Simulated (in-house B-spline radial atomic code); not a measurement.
Au⁺. Computed with a B-spline radial atomic code. Model: all-electron spherical atom, spin shells full or empty, radial basis limit, no spin-orbit coupling, Breit or QED, empty-state partial waves extrapolated as (l+1/2)^-4, RPA, G0W0 and static COHSEX of the highest shell as one setting changes (uncorrelated shells keep exact exchange).

Without the two-electron picture change, core correlation of heavy ions comes too large.

Given: element Au; charge 1; filled core Xe; hamiltonian one-electron scalar X2C; mean-field start r2SCAN; highest l of empty states 9; nuclear rms radius 5.4371 fm; highest mean-field shell 5d.

Shell: 4f 7 7, 5d 5 5 (electrons up and down).

| lowest nl shells left uncorrelated | RPA correlation energy (hartree) | G0W0 level (eV) | G0W0 minus most complete (meV) | COHSEX level (eV) | linearised minus solved G0W0 (meV) |
| --- | --- | --- | --- | --- | --- |
| 0 | -6.9845 | -21.054 | 0 | -24.683 | 494.3 |
| 1 | -6.7479 | -21.054 | 0 | -24.683 | 494.3 |
| 2 | -6.5348 | -21.053 | 0.5 | -24.683 | 494.4 |
| 3 | -5.9194 | -21.052 | 1.4 | -24.686 | 494.4 |
| 4 | -5.7201 | -21.052 | 2.1 | -24.684 | 494.5 |
| 5 | -5.1059 | -21.049 | 4.6 | -24.683 | 494.6 |
| 6 | ? | ? | ? | ? | ? |
| 7 | -3.8998 | -21.043 | 10.7 | -24.663 | 495.1 |
| 8 | ? | ? | ? | ? | ? |
| 9 | -2.3679 | -21.108 | -54.7 | -24.784 | 487.7 |
| 10 | -2.1673 | -21.123 | -69.7 | -24.823 | 486.5 |
| 11 | -0.89732 | -20.966 | 88 | -24.387 | 503.6 |
| 12 | -0.5193 | -21.138 | -84.3 | -24.57 | 540.1 |

Question: What follows for lowest nl shells left uncorrelated = 8?

Answer: RPA correlation energy -3.331 hartree; G0W0 level -21.051 eV; G0W0 minus most complete 3.1 meV; COHSEX level -24.668 eV; linearised minus solved G0W0 494.3 meV.

Question: What follows for lowest nl shells left uncorrelated = 6?

Answer: RPA correlation energy -4.0899 hartree; G0W0 level -21.042 eV; G0W0 minus most complete 12.2 meV; COHSEX level -24.662 eV; linearised minus solved G0W0 495.3 meV.
